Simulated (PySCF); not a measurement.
Isomers of C6H6O2S, one GFN2-xTB conformer each. Single-point energies are computed at PBE0/pcSseg-1 (PySCF, gas phase, no added dispersion term), electronic only.

```json
{"SMILES": "CC(=O)Oc1ccsc1", "GFN2-xTB relative energy (kcal/mol)": "0.0"}
{"SMILES": "C#C[C@@H]1C=CS(=O)(=O)C1", "GFN2-xTB relative energy (kcal/mol)": "71.3"}
{"SMILES": "CC(=O)Oc1cccs1", "GFN2-xTB relative energy (kcal/mol)": "1.6"}
```

Conformers: `[CH3:1][C:2](=[O:3])[O:4][c:5]1[cH:6][cH:7][s:8][cH:9]1` with C1–C2–O4–C5 179°, C2–O4–C5–C6 179°; `[CH:1]#[C:2][C@@H:3]1[CH:4]=[CH:5][S:6](=[O:7])(=[O:8])[CH2:9]1` with C2–C3–C4–C5 -139°, C4–C5–S6–O7 128°, C5–S6–C9–C3 -21°, C2–C3–C9–S6 146°; `[CH3:1][C:2](=[O:3])[O:4][c:5]1[cH:6][cH:7][cH:8][s:9]1` with C1–C2–O4–C5 180°, C2–O4–C5–C6 0°.

Question: What does PBE0/pcSseg-1 give for the same structures?

Answer: 
```csv
SMILES,PBE0/pcSseg-1 E (Eh),PBE0/pcSseg-1 (kcal/mol),GFN2-xTB (kcal/mol),point group
CC(=O)Oc1ccsc1,-780.25471,0.0,0.0,–
CC(=O)Oc1cccs1,-780.24955,3.2,1.6,Cs
C#C[C@@H]1C=CS(=O)(=O)C1,-780.08695,105.3,71.3,C1
```

Both levels put the same isomer lowest; measured from each level's own lowest isomer, the values differ by up to 34.0 kcal/mol (C#C[C@@H]1C=CS(=O)(=O)C1: 71.3 against 105.3). As drawn, the lowest has an aromatic ring, a C=O bond and a C(=O)–O unit, which the highest lacks; the highest has a C≡C bond, an S=O bond and a C=C bond outside aromatic rings, which the lowest lacks.

Question: Which frontier levels, dipoles and rotational constants go with these structures?

Answer: 
```tsv
SMILES	HOMO (eV, PBE0/pcSseg-1)	LUMO (eV)	dipole (D)	A, B, C (MHz)
CC(=O)Oc1ccsc1	-6.89	-0.59	2.23	4118, 807.2, 677.8
CC(=O)Oc1cccs1	-6.67	-0.70	1.32	3572, 895.2, 719.0
C#C[C@@H]1C=CS(=O)(=O)C1	-8.21	-1.11	4.90	3475, 929.2, 883.2
```
